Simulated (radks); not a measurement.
The numbers below are computed, except where a source is named.
Task: The mean radii <r> (bohr) of the occupied orbitals of an atom or ion are listed with their occupations. Level of theory: scalar-relativistic Kohn-Sham, BLYP, spin-polarised, spherical densities, finite nucleus; Fermi nuclear charge, rms radius of each element as measured or else 0.836 A^(1/3) + 0.57 fm (a radial shooting solver on a logarithmic mesh with Libxc functionals).

| orbital | occ. | <r> |
|---|---|---|
| 1s up | 1 | 0.01899 |
| 1s down | 1 | 0.01899 |
| 2s up | 1 | 0.08026 |
| 2s down | 1 | 0.08025 |
| 2p up | 3 | 0.07158 |
| 2p down | 3 | 0.07158 |
| 3s up | 1 | 0.2054 |
| 3s down | 1 | 0.2053 |
| 3p up | 3 | 0.2043 |
| 3p down | 3 | 0.2042 |
| 3d up | 5 | 0.1840 |
| 3d down | 5 | 0.1840 |
| 4s up | 1 | 0.4107 |
| 4s down | 1 | 0.4105 |
| 4p up | 1 | 0.4203 |

Name the element and its charge. Open shells, if any, are filled with parallel spins first.

Result: Z = 72, hafnium, charge +41: Hf41+ in [Ar] 3d10 4s2 4p1. The 1s radius gives Z: for a bare nucleus <r> = (2 gamma + 1)/(2Z) with gamma = sqrt(1 - (Z/c)^2), 0.01876 bohr for Z = 72, and screening makes it slightly larger (0.01899 here). The occupations add up to 31, and the charge is Z minus that.
